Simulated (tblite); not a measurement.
Species: C₈H₉NO.
Atom-mapped SMILES: `[CH3:1][C:2]#[C:3][C:4]#[C:5][C@@H:6]([CH3:7])[NH:8][CH:9]=[O:10]` (hydrogens: H11, H12, H13 on C1; H14 on C6; H15, H16, H17 on C7; H18 on N8; H19 on C9)

Computed with GFN2-xTB (tblite), gas phase: L-BFGS steps from a force-field or distance-geometry start until the largest atomic force falls under 0.01 eV/Å.

Step 0: E = -777.2728 eV
```
atom  x, y, z in Å  |  force x, y, z in eV/Å
C1      5.0426    1.0541    0.1949   -0.897  -0.072   0.210
C2      3.6066    0.7458    0.0653    2.236   0.453   0.223
C3      2.4530    0.4781   -0.0225   -6.177  -1.323  -0.568
C4      0.9459    0.1560   -0.1645    4.612   0.968   0.484
C5     -0.2225   -0.1131   -0.2485   -0.269  -0.058  -0.220
C6     -1.6565   -0.4299   -0.3838    1.007   0.105   0.269
C7     -1.9027   -1.8923   -0.0413   -0.136  -0.664   0.739
N8     -2.3971    0.4498    0.4995   -1.577   0.189  -0.553
C9     -3.7256    0.7017    0.2919   -0.056  -0.467  -0.619
O10    -4.4185    0.2497   -0.6100    1.097   0.501   1.083
H11     5.1865    1.8973    0.8751   -0.125  -0.090  -0.018
H12     5.5878    0.1960    0.5856   -0.114  -0.052  -0.015
H13     5.4522    1.3260   -0.7670    0.030   0.011  -0.301
H14    -1.9744   -0.2475   -1.4144   -0.077   0.099  -0.060
H15    -1.3317   -2.5491   -0.6925    0.045   0.063  -0.032
H16    -1.6185   -2.1178    1.0090   -0.058   0.230  -0.590
H17    -2.9620   -2.1472   -0.1428    0.162   0.204  -0.082
H18    -1.9362    0.8596    1.2869    0.174   0.037   0.186
H19    -4.1385    1.3920    1.0599    0.121  -0.134  -0.135
```

Step 1: E = -777.2154 eV
```
atom  x, y, z in Å  |  force x, y, z in eV/Å
C1      5.0298    1.0530    0.1978    0.311   0.090  -0.005
C2      3.6385    0.7523    0.0685   -8.076  -1.872  -0.599
C3      2.3648    0.4592   -0.0306    5.659   1.338   0.411
C4      1.0117    0.1698   -0.1576   -3.315  -0.796  -0.186
C5     -0.2263   -0.1140   -0.2516    5.141   1.213   0.292
C6     -1.6421   -0.4284   -0.3800    0.259  -0.029   0.079
C7     -1.9047   -1.9018   -0.0308    0.049  -0.165   0.064
N8     -2.4197    0.4525    0.4916    0.200   0.171   0.223
C9     -3.7264    0.6951    0.2830    0.453   0.598   1.017
O10    -4.4028    0.2569   -0.5945   -0.437  -0.447  -0.839
H11     5.1847    1.8960    0.8749   -0.082  -0.009   0.045
H12     5.5861    0.1953    0.5854   -0.095  -0.009  -0.011
H13     5.4526    1.3262   -0.7713   -0.036  -0.034  -0.050
H14    -1.9755   -0.2461   -1.4153    0.030   0.005   0.118
H15    -1.3311   -2.5482   -0.6929    0.009   0.037   0.034
H16    -1.6193   -2.1145    1.0005    0.051   0.069  -0.073
H17    -2.9596   -2.1442   -0.1439    0.012   0.155  -0.063
H18    -1.9338    0.8601    1.2896   -0.263  -0.202  -0.363
H19    -4.1368    1.3901    1.0579    0.129  -0.114  -0.095
```

Step 2: E = -777.7103 eV
```
atom  x, y, z in Å  |  force x, y, z in eV/Å
C1      5.0291    1.0534    0.1985   -0.899  -0.190  -0.182
C2      3.5877    0.7403    0.0649   -1.835  -0.460  -0.086
C3      2.3851    0.4644   -0.0295    0.700   0.208   0.010
C4      1.0032    0.1673   -0.1573    0.241   0.010   0.092
C5     -0.1902   -0.1054   -0.2502    0.972   0.281   0.000
C6     -1.6369   -0.4283   -0.3785    0.686   0.105   0.133
C7     -1.9048   -1.9052   -0.0279    0.164   0.098  -0.130
N8     -2.4235    0.4544    0.4914    0.710   0.013   0.186
C9     -3.7234    0.6978    0.2883   -0.098   0.292   0.350
O10    -4.4023    0.2553   -0.5970   -0.106  -0.198  -0.356
H11     5.1837    1.8956    0.8751   -0.185  -0.055   0.013
H12     5.5851    0.1951    0.5853   -0.223   0.017  -0.040
H13     5.4524    1.3260   -0.7727   -0.183  -0.081   0.042
H14    -1.9756   -0.2457   -1.4147    0.145  -0.005   0.205
H15    -1.3309   -2.5477   -0.6928    0.011   0.011   0.037
H16    -1.6191   -2.1132    0.9981    0.084   0.009   0.095
H17    -2.9590   -2.1424   -0.1447   -0.018   0.154  -0.059
H18    -1.9351    0.8588    1.2876   -0.244  -0.165  -0.297
H19    -4.1355    1.3888    1.0568    0.080  -0.044  -0.014
```

Step 3: E = -777.7740 eV
```
atom  x, y, z in Å  |  force x, y, z in eV/Å
C1      5.0114    1.0499    0.1957   -0.786  -0.159  -0.103
C2      3.5617    0.7335    0.0640    0.976   0.188   0.127
C3      2.3846    0.4653   -0.0305   -1.215  -0.241  -0.131
C4      1.0168    0.1695   -0.1547   -0.194  -0.076   0.041
C5     -0.1750   -0.1009   -0.2507    0.702   0.198  -0.003
C6     -1.6230   -0.4262   -0.3757    0.510   0.095   0.066
C7     -1.9021   -1.9046   -0.0288    0.168   0.159  -0.042
N8     -2.4138    0.4549    0.4936    0.017  -0.072  -0.250
C9     -3.7253    0.7020    0.2931    0.139  -0.175  -0.206
O10    -4.4021    0.2528   -0.6011    0.230   0.060   0.139
H11     5.1802    1.8945    0.8753   -0.300  -0.179  -0.090
H12     5.5809    0.1953    0.5845   -0.369   0.079  -0.089
H13     5.4493    1.3246   -0.7725   -0.316  -0.117   0.101
H14    -1.9732   -0.2457   -1.4111    0.221   0.004   0.251
H15    -1.3306   -2.5474   -0.6922    0.042  -0.029   0.001
H16    -1.6178   -2.1127    0.9987    0.070  -0.003   0.061
H17    -2.9590   -2.1394   -0.1458    0.055   0.198  -0.059
H18    -1.9390    0.8560    1.2828    0.031   0.040   0.117
H19    -4.1339    1.3878    1.0563    0.021   0.029   0.066
```

Problem. Estimate the geometry and energy of step 4. (The exact step hangs on the optimiser's Hessian estimate; all steps are aligned on step 3, rigid shifts and turns removed.)

Solution. E = -777.7984 eV, largest force 2.111 eV/Å
```
atom  x, y, z in Å  |  force x, y, z in eV/Å
C1      4.9900    1.0457    0.1927   -0.257  -0.044  -0.006
C2      3.5535    0.7306    0.0648    0.137   0.012   0.038
C3      2.3700    0.4632   -0.0327    0.043   0.030  -0.015
C4      1.0191    0.1689   -0.1528    1.572   0.334   0.171
C5     -0.1497   -0.0940   -0.2508   -2.058  -0.430  -0.195
C6     -1.6070   -0.4236   -0.3729    0.453   0.099   0.026
C7     -1.8981   -1.9025   -0.0295    0.192   0.180   0.025
N8     -2.4090    0.4544    0.4910   -0.016  -0.035  -0.240
C9     -3.7237    0.7020    0.2934    0.269  -0.238  -0.258
O10    -4.3984    0.2521   -0.6017    0.202   0.069   0.142
H11     5.1736    1.8911    0.8741   -0.376  -0.231  -0.139
H12     5.5729    0.1966    0.5828   -0.448   0.084  -0.106
H13     5.4427    1.3220   -0.7710   -0.399  -0.130   0.110
H14    -1.9685   -0.2455   -1.4053    0.306   0.016   0.229
H15    -1.3298   -2.5476   -0.6918    0.059  -0.046  -0.013
H16    -1.6159   -2.1122    0.9996    0.058  -0.010   0.026
H17    -2.9581   -2.1345   -0.1475    0.136   0.246  -0.056
H18    -1.9409    0.8549    1.2817    0.083   0.080   0.200
H19    -4.1325    1.3875    1.0569    0.041   0.013   0.059
```

The energy changes by -0.0244 eV. The first-order estimate −F·Δx gives -0.0701 eV and the mean of the old and new forces, exact on a quadratic surface, -0.0237 eV. The step makes an angle of 46° with the force vector and moves no atom by more than 0.026 Å.

The cost below is that of the whole relaxation. The run took 0.67 s of wall time on Intel Xeon 6975P-C, one thread, shared host with 192 logical CPUs at a one-minute load of 39.
